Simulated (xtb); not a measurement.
Input for xtb: GFN1-xTB on GaSi+, 2S+1 = 3, a spin state set in the input, which need not be the lowest, a point of a bond scan (R = 2.917 Å). Charge +1.

```
$ xtb mol.xyz --gfn 1 --sp --chrg 1 --uhf 2
2

Si     0.00000000     0.00000000     0.00000000
Ga     0.00000000     0.00000000     2.91677900
```

Program output:

```
[...]
           -------------------------------------------------
          |                Calculation Setup                |
           -------------------------------------------------



molecular fragmentation (1/2 indicates fragments):
12
# atoms in fragment 1/2:     1     1
 fragment masses (1/2) :       28.09       69.72
CMA distance (Bohr)    :   5.512
constraining FC (au)   :  0.0500

           -------------------------------------------------
          |                 G F N 1 - x T B                 |
           -------------------------------------------------

        Reference                      10.1021/acs.jctc.7b00118
      * Hamiltonian:
        H0-scaling (s, p, d)           1.850000    2.250000    2.000000
        zeta-weighting                 0.000000
      * Dispersion:
        s8                             2.400000
        a1                             0.630000
        a2                             5.000000
        s9                             0.000000
      * Repulsion:
        kExp                           1.500000
        rExp                           1.000000
      * Coulomb:
        alpha                          2.000000
        third order                    atomic
        anisotropic                    false
      * Halogen bond correction:
        rad-scale                      1.300000
        damping                        0.440000


          ...................................................
          :                      SETUP                      :
          :.................................................:
          :  # basis functions                  20          :
          :  # atomic orbitals                  18          :
          :  # shells                            6          :
          :  # electrons                         6          :
          :  # halogen bonds                     0          :
          :  max. iterations                   250          :
          :  Hamiltonian                  GFN1-xTB          :
          :  restarted?                      false          :
          :  GBSA solvation                  false          :
          :  PC potential                    false          :
          :  electronic temp.          300.0000000     K    :
          :  accuracy                    1.0000000          :
          :  -> integral cutoff          0.2500000E+02      :
          :  -> integral neglect         0.1000000E-07      :
          :  -> SCF convergence          0.1000000E-05 Eh   :
          :  -> wf. convergence          0.2000000E-04 e    :
          :  Broyden damping             0.4000000          :
          :  net charge                          1          :
          :  unpaired electrons                  2          :
          ...................................................

 iter      E             dE          RMSdq      gap      omega  full diag
   1     -2.5686994 -0.256870E+01  0.428E+00    0.00       0.0  T
   2     -2.5689901 -0.290689E-03  0.253E+00    0.00       1.0  T
   3     -2.5689951 -0.503622E-05  0.248E-01    0.00       1.0  T
   4     -2.5690609 -0.657507E-04  0.101E-01    0.00       1.0  T
   5     -2.5690631 -0.219100E-05  0.157E-03    0.00      45.2  T
   6     -2.5690631 -0.658712E-08  0.627E-04    0.00     112.8  T
   7     -2.5690631 -0.280975E-11  0.158E-05    0.00    4471.1  T
   8     -2.5690631 -0.210498E-12  0.754E-08    0.00  100000.0  T

   *** convergence criteria satisfied after 8 iterations ***

         #    Occupation            Energy/Eh            Energy/eV
      -------------------------------------------------------------
         1        2.0000           -0.7701444             -20.9567
         2        2.0000           -0.6822595             -18.5652
         3        0.9863           -0.4781186             -13.0103
         4        0.5069           -0.4740833             -12.9005 (HOMO)
         5        0.5069           -0.4740833             -12.9005 (LUMO)
         6                         -0.3907548             -10.6330
         7                         -0.3907548             -10.6330
         8                         -0.3428306              -9.3289
         9                         -0.3370038              -9.1703
       ...                                ...                  ...
        18                          0.2150295               5.8513
      -------------------------------------------------------------
                  HL-Gap            0.0000000 Eh            0.0000 eV
             Fermi-level           -0.5271232 Eh          -14.3438 eV

 transition dipole moment (au) for excitation:           3           4
     X       Y       Z
   0.0010  -0.0982  -0.0000  total (au/Debye):    0.098   0.250
 dE (eV)             :    0.110
 oscillator strength :  0.36718E-04

 SCC (total)                   0 d,  0 h,  0 min,  0.002 sec
 SCC setup                      ...        0 min,  0.000 sec (  2.611%)
 Dispersion                     ...        0 min,  0.000 sec (  1.434%)
 classical contributions        ...        0 min,  0.000 sec (  0.800%)
 integral evaluation            ...        0 min,  0.000 sec ( 18.585%)
 iterations                     ...        0 min,  0.001 sec ( 29.772%)
 molecular gradient             ...        0 min,  0.000 sec ( 17.175%)
 printout                       ...        0 min,  0.001 sec ( 29.318%)

         :::::::::::::::::::::::::::::::::::::::::::::::::::::
         ::                     SUMMARY                     ::
         :::::::::::::::::::::::::::::::::::::::::::::::::::::
         :: total energy              -2.569388736595 Eh    ::
         :: gradient norm              0.026645728440 Eh/a0 ::
         :: HOMO-LUMO gap              0.000000000000 eV    ::
         ::.................................................::
         :: SCC energy                -2.569063073726 Eh    ::
         :: -> electrostatic           0.084519929322 Eh    ::
         :: repulsion energy           0.000254543146 Eh    ::
         :: dispersion energy         -0.000580206015 Eh    ::
         :: halogen bond corr.         0.000000000000 Eh    ::
         :: add. restraining           0.000000000000 Eh    ::
         :: total charge               1.000000000001 e     ::
         :::::::::::::::::::::::::::::::::::::::::::::::::::::

           -------------------------------------------------
          |                Property Printout                |
           -------------------------------------------------

    * Orbital Energies and Occupations

         #    Occupation            Energy/Eh            Energy/eV
      -------------------------------------------------------------
         1        2.0000           -0.7701444             -20.9567
         2        2.0000           -0.6822595             -18.5652
         3        0.9863           -0.4781186             -13.0103
         4        0.5069           -0.4740833             -12.9005 (HOMO)
         5        0.5069           -0.4740833             -12.9005 (LUMO)
         6                         -0.3907548             -10.6330
         7                         -0.3907548             -10.6330
         8                         -0.3428306              -9.3289
         9                         -0.3370038              -9.1703
        10                         -0.3370038              -9.1703
        11                         -0.2836945              -7.7197
        12                         -0.2836945              -7.7197
        13                         -0.2497871              -6.7971
        14                         -0.2497871              -6.7971
        15                         -0.1878445              -5.1115
       ...                                ...                  ...
        18                          0.2150295               5.8513
Note: The following floating-point exceptions are signalling: IEEE_DENORMAL
normal termination of xtb
      -------------------------------------------------------------
                  HL-Gap            0.0000000 Eh            0.0000 eV
             Fermi-level           -0.5271232 Eh          -14.3438 eV

  Mulliken/CM5 charges         n(s)   n(p)   n(d)
     1Si    0.43937  0.43218   1.876  1.612  0.073
     2Ga    0.56063  0.56782   1.901  0.359  0.179

Wiberg/Mayer (AO) data.
largest (>0.10) Wiberg bond orders for each atom

 ---------------------------------------------------------------------------
     #   Z sym  total        # sym  WBO       # sym  WBO       # sym  WBO
 ---------------------------------------------------------------------------
     1  14 Si   0.873 --     2 Ga   0.873
     2  31 Ga   0.873 --     1 Si   0.873
 ---------------------------------------------------------------------------

Topologies differ in total number of bonds
Writing topology from bond orders to xtbtopo.mol

 dipole moment from electron density (au)
     X       Y       Z
   0.0000   0.0000   3.6725  total (Debye):    9.335


           -------------------------------------------------
          | TOTAL ENERGY               -2.569388736595 Eh   |
          | GRADIENT NORM               0.026645728440 Eh/α |
          | HOMO-LUMO GAP               0.000000000000 eV   |
           -------------------------------------------------

------------------------------------------------------------------------
------------------------------------------------------------------------
 total:
 SCF:
```

The run finished.

Cost: very roughly 0.020 core-seconds.
